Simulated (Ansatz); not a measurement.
C₂H₅ (SMILES [CH2-]C), charge -1, singlet, geometry from GFN2-xTB (a gas-phase anion, which may not be bound at this level). Base run: HF/STO-3G (Ansatz, an electronic-structure program).

Geometry (Å):
```xyz
7

C     -0.0103     0.1204     0.8424
C      0.0078     0.0304    -0.6810
H     -0.9006    -0.5022     1.1847
H      0.8772    -0.4944     1.2053
H      0.0179    -0.9941    -1.1664
H     -0.8731     0.5390    -1.1061
H      0.8938     0.5468    -1.0856
```
Charge -1, spin multiplicity 1.
All else is at Ansatz's defaults.
Base energy -77.42453 Eh.

Each row names what was changed in the base input (with any setting that the change needs).

| change | ΔE vs base (mEh) |
|---|---|
| base | 0.000 |
| fitting.mean_field = def2-universal-JKFIT | -0.288 |
| nuclear_model = gaussian | 0.004 |
| lower_state_search = off | 0.000 |
| point_charge = charge:0.5 position_ang:0.1024, 0.1627, -4.7371 | -50.455 |
| fitting.mean_field = cc-pVTZ-JKFIT | -0.034 |
| point_charge = charge:1.0 position_ang:0.2219, -4.6172, 0.9147 | -109.3 |
| lower_state_search = light | 0.000 |
| point_charge = charge:-1.0 position_ang:-2.8871, -2.5275, 2.5762 | 118.5 |
| lower_state_search = full | 0.000 |
| accuracy = high | -0.006 |

A gas-phase anion may not be bound at this level; its values then depend on the basis.
